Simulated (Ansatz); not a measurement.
System: CH3Cl3GeO (charge 0, singlet). 
Coordinates optimised at B3LYP-D3(BJ)/def2-TZVP (Ansatz, a program for electronic structure):
```
O
C 1 1.4314
H 2 1.0887 1 106.51
H 2 1.0925 3 109.12 1 -120.23
H 2 1.0925 3 109.12 4 -119.54
Ge 1 1.7521 2 119.99 3 180.00
Cl 6 2.1257 1 106.67 2 180.00
Cl 6 2.1453 1 110.54 2 -59.81
Cl 6 2.1453 1 110.54 2 59.81
```
Charge 0, spin multiplicity 1.

Basis-set convergence of Hartree-Fock and CCSD correlation energies (hartree) with Ansatz. Cores are frozen in the correlated levels unless marked. No spin-orbit coupling. Frozen are the shells of the preceding noble gas and the d and f shells that filled before the atom's block. Non-relativistic.

```
basis       functions        E(HF)  E(corr, CCSD)
----------  ---------  -----------  -------------
def2-SVP          129  -3567.70667       -0.86645
def2-TZVPP        278  -3568.58860       -1.14258
def2-QZVPP        503  -3568.67389       -1.23065
```

Extrapolating the two largest sets (X = 3 and 4) as X^-3: E(corr) = (64·(-1.23065) - 27·(-1.14258))/37 = -1.2949 Eh, an estimate of the basis-set limit. The largest set recovers 95.0 % of it, the smallest 66.9 %.
